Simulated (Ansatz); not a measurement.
Z-matrix (Å, degrees):
```
Si
N 1 1.739
O 1 1.654 2 114.1
C 1 1.851 2 108.1 3 119.1
H 1 1.487 2 105.3 3 -120.0
C 2 1.257 1 125.9 3 -2.0
H 3 0.957 1 117.6 2 -83.8
H 4 1.092 1 110.7 2 174.1
H 4 1.093 1 110.2 2 -66.2
H 4 1.092 1 110.6 2 53.5
H 6 1.101 2 124.0 1 0.7
H 6 1.097 2 120.5 1 -179.1
```

Charge 0, multiplicity 1.

Question: List the r2SCAN/def2-TZVPP orbital energies in eV (Ansatz). (Estimate.)

Answer: Ansatz gave: Occupied: -1791.27, -515.72, -384.87, -274.50, -272.50, -141.61, -96.51, -96.46, -96.44, -26.32, -23.45, -18.18, -15.88, -13.88, -12.48, -11.56, -10.63, -10.05, -9.74, -9.16, -8.74, -8.09, -7.60, -5.86. Lowest empty: -1.68, 0.40, 1.50, 2.05, 2.43, 2.75, 2.82, 3.29.
